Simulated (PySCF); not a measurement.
Calculation: PBE-D3(BJ)/def2-TZVP // r2SCAN-D4/def2-SVP (PySCF). Isolated molecules, 0 K electronic values unless said otherwise. One relaxed conformer stands for a flexible species; it need not be the lowest. 

Reference species: [Hf(OH)3(SH)] (neutral, multiplicity 1).

```json
{
 "HOMO": "-5.70 eV",
 "HOMO–LUMO gap": "4.78 eV",
 "coordination_number": "4",
 "mean_distance_from_the_central_atom_to_its_bonded_neighbours": "2.065 Å"
}
```

Changed species: [Hf(OH)(SH)3] (3 of 4 OH replaced by SH; the reference has 1 of 4 OH replaced by SH).

Task: Give the shifts of the HOMO, HOMO–LUMO gap, coordination number and mean distance from the central atom to its bonded neighbours.

Result: the HOMO falls by 0.60 eV, to -6.30 eV; the HOMO–LUMO gap falls by 0.81 eV, to 3.97 eV; the coordination number is nearly the same; the mean distance from the central atom to its bonded neighbours rises by 0.250 Å, to 2.315 Å.
